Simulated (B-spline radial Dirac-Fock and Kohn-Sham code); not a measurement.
## Subshell photoionisation cross sections of Ga⁵⁺ against photon energy

System: gallium as Ga⁵⁺ in the configuration [Ar] 3d8.

Method: a relativistic central-field model (Hartree-Slater potential of the initial state, Latter tail, multipole expansion of the photon field, Dirac-Fock thresholds). Computed with an atomic code on a B-spline grid. Values are in kb; a dash marks an energy below the computed threshold. Values for outer subshells far above threshold carry numerical ripple of a few per cent.

```tsv
hν (eV)	1s	2s	3p1/2	3p3/2	3d5/2
150	–	–	–	–	3490
293	–	–	250	525	1020
305	–	–	243	507	923
343	–	–	218	451	689
400	–	–	183	372	463
1253.6	–	–	23.8	46.1	15.0
12000	15.5	1.16	0.0409	0.0735	0.00221
19400	4.32	0.342	0.00812	0.0143	0.000265
20200	3.87	0.308	0.00706	0.0124	0.000221
22162.9	2.99	0.241	0.00513	0.00894	0.000145
41100	0.514	0.0442	0.000579	0.000971	9.08e-06
100000	0.0362	0.00333	2.35e-05	3.64e-05	1.61e-07
200000	0.00444	0.000421	2.06e-06	2.96e-06	8.42e-09
```

At 200000 eV the multipoles beyond E1 give 44.9 % of 1s, 45.3 % of 2s, 59.8 % of 3p1/2, 55.4 % of 3p3/2, 75.6 % of 3d5/2.
